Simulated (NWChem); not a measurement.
System: water (H$_{2}$O); SMILES O

The following NWChem deck was run.

```
start job
memory heap 200 mb stack 700 mb global 900 mb
geometry units angstroms noautosym nocenter noautoz
  O      0.000000     0.000000     0.133319
  H      0.754171     0.000000    -0.464992
  H     -0.754171     0.000000    -0.464992
end
basis spherical
  * library pcsseg-1
end
dft
  xc slater vwn_5
  iterations 150
end
property
  shielding 2 1 2
end
task dft property
```

Parts of the log:

```
             Northwest Computational Chemistry Package (NWChem) 7.3.0
             --------------------------------------------------------

                             Geometry "geometry" -> ""
                             -------------------------

 Output coordinates in angstroms (scale by  1.889725989 to convert to a.u.)

  No.       Tag          Charge          X              Y              Z
 ---- ---------------- ---------- -------------- -------------- --------------
    1 O                    8.0000     0.00000000     0.00000000     0.13331900
    2 H                    1.0000     0.75417100     0.00000000    -0.46499200
    3 H                    1.0000    -0.75417100     0.00000000    -0.46499200

 Effective nuclear repulsion energy (a.u.)       9.1459150883

                              NWChem Property Module
                              ----------------------

  itol2e modified to match energy
  convergence criterion.

                                 NWChem DFT Module
                                 -----------------

 Summary of "ao basis" -> "ao basis" (spherical)
 ------------------------------------------------------------------------------
       Tag                 Description            Shells   Functions and Types
 ---------------- ------------------------------  ------  ---------------------
 O                          pcsseg-1                 7       17   3s3p1d
 H                          pcsseg-1                 3        5   2s1p

  itol2e modified to match energy
  convergence criterion.

            General Information
            -------------------
          SCF calculation type: DFT
          Wavefunction type:  closed shell.
          No. of atoms     :     3
          No. of electrons :    10
           Alpha electrons :     5
            Beta electrons :     5
          Charge           :     0
          Spin multiplicity:     1
          Use of symmetry is: off; symmetry adaption is: off
          Maximum number of iterations: 150
          AO basis - number of functions:    27
                     number of shells:    13
          Convergence on energy requested:  1.00D-07
          Convergence on density requested:  1.00D-05
          Convergence on gradient requested:  5.00D-04

              XC Information
              --------------
                        Slater Exchange Functional  1.000 local
                      VWN V Correlation Functional  1.000 local

             Grid Information
             ----------------
          Grid used for XC integration:  fine
          Radial quadrature: Mura-Knowles
          Angular quadrature: Lebedev.
          Tag              B.-S. Rad. Rad. Pts. Rad. Cut. Ang. Pts.
          ---              ---------- --------- --------- ---------
          O                   0.60       70           6.0       590
          H                   0.35       60           7.0       590
          Grid pruning is: on
          Number of quadrature shells:   190
          Spatial weights used:  Erf1

      Superposition of Atomic Density Guess
      -------------------------------------

 Sum of atomic energies:         -75.74386557

      Non-variational initial energy
      ------------------------------

 Total energy =     -75.884954
 1-e energy   =    -121.543320
 2-e energy   =      36.512452
 HOMO         =      -0.482336
 LUMO         =       0.067714

[...]

          -----------------------------------------
          Chemical Shielding Tensors (GIAO, in ppm)
          -----------------------------------------

                                NWChem CPHF Module
                                ------------------

  scftype          =     RHF
  nclosed          =        5
  nopen            =        0
  variables        =      110
  # of vectors     =        3
  tolerance        = 0.10D-03
  level shift      = 0.00D+00
  max iterations   =       50
  max subspace     =       30

 SCF residual:    4.3293649327680936E-007

Iterative solution of linear equations
  No. of variables      110
  No. of equations        3
  Maximum subspace       30
        Iterations       50
       Convergence  1.0D-04

   iter   nsub   residual    time
   ----  ------  --------  ---------
     1      3    4.69D-08       1.3

      Atom:    1  O
        Diamagnetic
    397.5171      0.0000      0.0000
      0.0000    369.1166     -0.0000
      0.0000     -0.0000    385.5787

        Paramagnetic
    -39.6151      0.0000      0.0000
      0.0000    -46.1917     -0.0000
      0.0000     -0.0000    -38.1833

        Total Shielding Tensor
    357.9020      0.0000      0.0000
      0.0000    322.9249     -0.0000
      0.0000     -0.0000    347.3955

           isotropic =     342.7408
          anisotropy =      22.7418

          Principal Components and Axis System
                 1           2           3
              357.9020    347.3955    322.9249

      1         1.0000     -0.0000     -0.0000
      2         0.0000     -0.0000      1.0000
      3         0.0000      1.0000      0.0000

      Atom:    2  H
        Diamagnetic
     37.5359      0.0000     -8.2613
      0.0000     22.6647     -0.0000
     -8.2613     -0.0000     30.5522

        Paramagnetic
      0.7556     -0.0000     -0.2729
     -0.0000      0.8039      0.0000
     -0.2729      0.0000      0.0290

        Total Shielding Tensor
     38.2916     -0.0000     -8.5343
     -0.0000     23.4685      0.0000
     -8.5343      0.0000     30.5812

           isotropic =      30.7804
          anisotropy =      19.5308

          Principal Components and Axis System
                 1           2           3
               43.8010     25.0717     23.4685

      1         0.8401      0.5424      0.0000
      2        -0.0000     -0.0000      1.0000
      3        -0.5424      0.8401      0.0000
```

Level: LDA (Slater exchange, VWN5)/pcSseg-1, GIAO. Structure relaxed at the PBE0/def2-SVP level. Not confirmed as a minimum by frequencies. The printed shielding anisotropy is the first printed principal value minus the mean of the other two.
